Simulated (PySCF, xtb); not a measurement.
AgF, SMILES [F][Ag], multiplicity 1.

Harmonic wavenumbers (cm⁻¹) from GFN2-xTB in xtb 6.7.1 at its own minimum, in rising order: 413.

Q: What does B3LYP-D3(BJ)/def2-TZVPD (PySCF) give at its own minimum? (An estimate is asked for; the answer gives what the named calculation found.)

A: 486. Paired by order, the mean absolute difference is 73 cm⁻¹ and the zero-point energies are 0.6 and 0.7 kcal/mol.
